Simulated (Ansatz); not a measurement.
# Molecular dynamics of Cl3F2HSi

input.yaml

```yaml
crystal:
  periodic: [false, false, false]
  atoms:
    - { symbol: Si, position_ang: [-0.305461, -4.0e-06, -0.044777] }
    - { symbol: Cl, position_ang: [0.074251, 8.0e-06, 2.344845] }
    - { symbol: F, position_ang: [1.321263, -1.8e-05, -0.172365] }
    - { symbol: Cl, position_ang: [-0.736585, 1.775228, -0.989542] }
    - { symbol: Cl, position_ang: [-0.736612, -1.775242, -0.989521] }
    - { symbol: F, position_ang: [-1.934675, 1.3e-05, 0.796441] }
    - { symbol: H, position_ang: [-1.33548, 1.5e-05, 1.888219] }
basis:
  gaussian: { orbitals: def2-SVP }
hamiltonian:
  xc: pbe
  dispersion: d4
md:
  timestep: 0.5
  n_steps: 200
  ensemble: nve
  temperature: 100.0
  initial_velocities: maxwell_boltzmann
  seed: 11010
```

Launched with:

```bash
$ ansatz run input.yaml --threads 2 --pin off --max-ram 3072MiB --backend cpu --events-out ev --progress --plain --runs-dir out
```

It starts at the highest image of a converged band, a first-order saddle point between two minima.

Output, in part (step lines, the closing report, with atoms numbered from 0):

```
md step     0: t =     0.00 fs  T =   100.0 K  F+E_penalty+E_count = -50857.52662233 eV  E_kin = 0.064630 eV  conserved = -50857.46199233 eV  (28 SCF iters)
md step     1: t =     0.50 fs  T =    99.1 K  F+E_penalty+E_count = -50857.52604323 eV  E_kin = 0.064053 eV  conserved = -50857.46199050 eV  (30 SCF iters)
md step     2: t =     1.00 fs  T =    97.0 K  F+E_penalty+E_count = -50857.52467486 eV  E_kin = 0.062690 eV  conserved = -50857.46198472 eV  (29 SCF iters)
md step     3: t =     1.50 fs  T =    93.8 K  F+E_penalty+E_count = -50857.52261064 eV  E_kin = 0.060635 eV  conserved = -50857.46197598 eV  (30 SCF iters)
md step     4: t =     2.00 fs  T =    89.8 K  F+E_penalty+E_count = -50857.51999118 eV  E_kin = 0.058026 eV  conserved = -50857.46196477 eV  (30 SCF iters)
md step     5: t =     2.50 fs  T =    85.2 K  F+E_penalty+E_count = -50857.51699522 eV  E_kin = 0.055043 eV  conserved = -50857.46195241 eV  (30 SCF iters)
md step     6: t =     3.00 fs  T =    80.3 K  F+E_penalty+E_count = -50857.51382346 eV  E_kin = 0.051884 eV  conserved = -50857.46193936 eV  (30 SCF iters)
md step     7: t =     3.50 fs  T =    75.4 K  F+E_penalty+E_count = -50857.51068310 eV  E_kin = 0.048756 eV  conserved = -50857.46192712 eV  (30 SCF iters)
[... lines left out ...]
Total energy: -50858.13082287 eV, -1869.0018348612 hartree
Atom 0 at     0.177402    -0.004947    -0.072017 Å, force     0.104583    -0.320289     1.481203 eV/Å
Atom 1 at     0.044132     0.039766     2.028564 Å, force     0.113653    -0.102627    -0.542576 eV/Å
Atom 2 at     1.782432    -0.016880    -0.350700 Å, force    -0.475325    -0.027392    -0.266192 eV/Å
Atom 3 at    -0.756450     1.628471    -0.754455 Å, force     0.016911     0.823267    -0.500675 eV/Å
Atom 4 at    -0.794900    -1.628759    -0.794114 Å, force     0.320787    -0.385512    -0.220072 eV/Å
Atom 5 at    -2.833799    -0.053144     0.809488 Å, force    -0.124256     0.117735     0.826867 eV/Å
Atom 6 at    -2.726821     0.068800     1.745744 Å, force     0.043648    -0.105182    -0.778555 eV/Å
Dipole moment:    -0.126506     0.043371     0.193130 e Å
```

The steps, from the saved trajectory:

```tsv
time (fs)	T (K)	potential energy less start (eV)	conserved less start (meV/atom)
0	100	0.000	0.00
3	80	0.013	0.01
6	60	0.026	0.01
9	62	0.024	0.01
12	57	0.028	0.01
15	45	0.036	0.01
18	46	0.035	0.01
21	55	0.029	0.01
24	73	0.018	0.01
27	91	0.006	0.01
30	98	0.002	0.01
33	117	-0.011	0.02
36	174	-0.048	0.01
39	220	-0.077	0.00
42	276	-0.114	0.00
45	341	-0.156	0.00
48	404	-0.196	0.01
51	494	-0.254	-0.01
54	590	-0.317	-0.03
57	645	-0.352	0.02
60	747	-0.419	-0.06
63	766	-0.430	0.02
66	806	-0.457	0.01
69	856	-0.489	-0.05
72	855	-0.488	0.04
75	906	-0.521	0.01
78	986	-0.573	-0.07
81	1014	-0.590	0.01
84	1055	-0.617	0.03
87	1118	-0.659	-0.09
90	1105	-0.650	-0.04
93	1063	-0.622	0.05
96	1069	-0.627	-0.06
99	1048	-0.614	-0.08
```

All steps were run. The conserved energy stayed within 0.089 meV per atom of its start (net change -0.049 meV per atom), so the integration is sound. The kinetic energy rose, since the run started high on the potential surface and went downhill. It ends in pieces (Cl3FSi + FH), so much of that is their flight and rotation, not heat. A run of 0.1 ps of so small a system gives no equilibrium averages. The orbitals stay closed-shell, which can raise the energy where a bond breaks towards radicals; this wasn't checked here.

Between its relaxed ends the band would form Si1–F6, Cl2–H7 and break Si1–Cl2, F6–H7. These pairs go: Si1–F6 1.83 → 3.14 Å, Cl2–H7 1.48 → 2.79 Å, Si1–Cl2 2.42 → 2.11 Å, F6–H7 1.25 → 0.95 Å. In the last frame they stand as before the step (other bonds may differ from the relaxed reactants and products). It ends as Cl3FSi + FH. Pairs count as bonded within 1.25 times the sum of covalent radii (0.12 Å more for H–H).

Last frame:

```xyz
7
Properties=species:S:1:pos:R:3
Si 0.177 -0.005 -0.072
Cl 0.044 0.040 2.029
F 1.782 -0.017 -0.351
Cl -0.756 1.629 -0.754
Cl -0.795 -1.629 -0.794
F -2.834 -0.053 0.809
H -2.727 0.069 1.746
```

The run took 6.1 min on 2 threads of Arm Neoverse V1 (shared host), peak memory 0.15 GiB.
